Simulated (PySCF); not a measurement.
## UHF on S³⁺ (sulfur, charge +3)

Configuration: [Ne] 3s2 3p1, 2P determinant. Calculation: PySCF 2.14, in cc-pV(D+d)Z; the non-relativistic Hamiltonian (point nucleus).

* Total energy: -395.068820 hartree
* One-electron energy: -526.4676 hartree
* Hartree (Coulomb) energy: 155.3687 hartree
* Exchange energy: -23.9699 hartree
* Kinetic energy: 394.60349 hartree
* ⟨S²⟩: 0.7605
* ⟨L²⟩: 2.032
* Sum of ⟨r⟩: 8.554 bohr
* Sum of ⟨r²⟩: 10.71 bohr²
* Traceless quadrupole moment −½Σ⟨3z² − r²⟩ along its main axis: -1.32 e·bohr²
* Density at the nucleus (Gaussians lack the cusp): 2600 bohr⁻³
* Spin density at the nucleus: 0.146 bohr⁻³
* Langevin diamagnetic susceptibility: -8.48 ×10⁻⁶ cm³/mol
* Time after the integrals: 0.05 s of wall time on 1 thread of Intel(R) Xeon(R) Platinum 8375C CPU @ 2.90GHz (shared host)

| shell | electrons | mean orbital energy (hartree) | spread (hartree) | rms radius, mean of both spins (bohr) |
| --- | --- | --- | --- | --- |
| 1s α | 1 | -93.63055 | 0 | 0.113 |
| 1s β | 1 | -93.61771 | 0 | 0.113 |
| 2s α | 1 | -10.55895 | 0 | 0.517 |
| 2s β | 1 | -10.54558 | 0 | 0.517 |
| 2p α | 3 | -8.23840 | 0.02161 | 0.491 |
| 2p β | 3 | -8.21490 | 0.03047 | 0.491 |
| 3s α | 1 | -2.17970 | 0 | 1.65 |
| 3s β | 1 | -2.05037 | 0 | 1.65 |
| 3p α | 1 | -1.72730 | 0 | 1.80 |
